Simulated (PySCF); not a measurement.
## Electron correlation in In+ (indium, charge +1)

[Kr] 4d10 5s1 5p1, high-spin 3P determinant (an excited configuration). Computed with PySCF 2.14 in def2-TZVPPD with the def2 core potential (28 electrons), with a scalar-relativistic core potential. Frozen: 4s2 4p6 4d10; 2 electrons correlated.

With two correlated electrons CCSD is exact within the correlated space (frozen core and kept virtual orbitals).

```tsv
level	correlation energy (mhartree)
CCSD	-3.44
```

Diagnostics: T1 = 0.0029, D1 = 0.0049, largest double amplitude 0.031.

Cost of the coupled-cluster step: about 1.1 core-seconds, for 2 correlated electrons.
